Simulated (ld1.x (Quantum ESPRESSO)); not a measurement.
# Cl (Z = 17): excitation energies, all-electron against TM

Cl, norm-conserving Troullier–Martins (Kleinman–Bylander form), made with ld1.x (Quantum ESPRESSO) 7.5 (PBE, scalar-relativistic). Core [Ne], reference 3s2 3p4 (charge +1). Waves: 3s (bound): rc 0.90 bohr; 3d channel at 0.45 Ry: rc 1.10 bohr; 3p (bound): rc 1.22 bohr. Local part: the p channel. Core correction: none.

Energies are relative to the spin-unpolarised reference configuration 3s2 3p4; without spin polarisation the order of configurations can differ from experiment.

Question: Give the all-electron excitation energy and the error of the potential for: 3s2 3p5; 3s2 3p3; 3s2 3p2; 3s1 3p6; 3s2 3p1; 3s1 3p5; 3s2 3p4.5.

Answer:

```json
{"valence configuration": "3s2 3p5", "charge": "0", "ΔE all-electron (eV)": "-13.875", "error AE − PS (meV)": "+6.0"}
{"valence configuration": "3s2 3p3", "charge": "+2", "ΔE all-electron (eV)": "25.447", "error AE − PS (meV)": "+11"}
{"valence configuration": "3s2 3p2", "charge": "+3", "ΔE all-electron (eV)": "63.754", "error AE − PS (meV)": "+71"}
{"valence configuration": "3s1 3p6", "charge": "0", "ΔE all-electron (eV)": "-1.722", "error AE − PS (meV)": "+52"}
{"valence configuration": "3s2 3p1", "charge": "+4", "ΔE all-electron (eV)": "115.997", "error AE − PS (meV)": "+237"}
{"valence configuration": "3s1 3p5", "charge": "+1", "ΔE all-electron (eV)": "12.709", "error AE − PS (meV)": "+39"}
{"valence configuration": "3s2 3p4.5", "charge": "+0.5", "ΔE all-electron (eV)": "-8.293", "error AE − PS (meV)": "+2.2"}
```
